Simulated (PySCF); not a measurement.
CH₉ClOSi₃, SMILES [Si@H](O[SiH2]C)(Cl)[SiH3].

Geometry: PBE-D3(BJ)/def2-SVP. The structure was generated by enumeration; whether it is a known compound was not checked. Other conformers were not sampled.

Two levels are set side by side: TDA-PBE/def2-SVPD (PySCF) and TDA-M06-2X/def2-SVPD (PySCF). Vertical, same geometry. The lowest singlet is HOMO→LUMO 96 % with PBE and HOMO→LUMO 88 % with the other functional; states are paired by order. Differences are taken from unrounded values.

```tsv
quantity	TDA-M06-2X	TDA-PBE	TDA-PBE minus TDA-M06-2X
lowest singlet excitation (eV)	6.51	5.74	-0.77
lowest triplet excitation (TDA) (eV)	5.89	5.23	-0.66
```

Functionals without exact exchange tend to place singlet excitations lower, as here. Differences between two approximate levels are no errors against the true value.

Rough cost on one machine, each run with all the roots and properties that it gave: TDA-M06-2X against TDA-PBE about 10 times.
